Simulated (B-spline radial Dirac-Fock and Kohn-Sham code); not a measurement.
# Sc 3d3/2: cross section and angular parameters

System: the free scandium atom, configuration [Ar] 3d1 4s2; threshold 6.37 eV (orbital energy of the model). Method: Dirac-Hartree-Slater photoionisation with a Latter tail; cross sections with all multipoles, angular parameters from the dipole term and its interference with E2. Computed with a radial finite-basis atomic code.

For linearly polarised light dσ/dΩ = σ/(4π) [1 + β P₂(cos θ) + (δ + γ cos²θ) sin θ cos φ], with θ from the polarisation vector and φ the angle between the beam and the projection of the electron momentum on the plane normal to the polarisation.

```tsv
hν (eV)	σ (kb)	β	γ	δ
60	407	0.871	0.020	0.013
62.3	379	0.892	0.021	0.014
71.3	290	0.966	0.027	0.015
99.9	135	1.123	0.049	0.018
116	93.1	1.178	0.063	0.020
125	76.9	1.201	0.071	0.021
150	47.2	1.246	0.094	0.023
190	24.2	1.277	0.129	0.027
227	14.4	1.280	0.159	0.030
248	11.0	1.275	0.175	0.031
377	2.97	1.201	0.258	0.042
576	0.725	1.062	0.347	0.058
1220	0.0489	0.768	0.506	0.112
1253.6	0.0441	0.757	0.512	0.115
1290	0.0396	0.747	0.519	0.118
1550	0.0195	0.680	0.563	0.139
1670	0.0146	0.654	0.580	0.148
1960	0.00771	0.597	0.618	0.171
2984.4	?	?	?	?
3500	0.000690	0.413	0.703	0.275
4000	0.000391	0.383	0.712	0.304
4070	0.000363	0.380	0.713	0.308
4700	0.000196	0.355	0.724	0.342
5760	8.16e-05	0.325	0.748	0.396
8047.8	1.86e-05	0.267	0.793	0.505
9251.7	9.91e-06	0.239	0.798	0.558
9400	9.21e-06	0.236	0.798	0.565
9680	8.06e-06	0.230	0.797	0.577
10900	4.68e-06	0.207	0.790	0.626
12000	3.01e-06	0.190	0.779	0.667
```

Question: Give the values at Ag Lα (2984.4 eV).

Answer: σ = 0.00135 kb, β = 0.457, γ = 0.691, δ = 0.243.
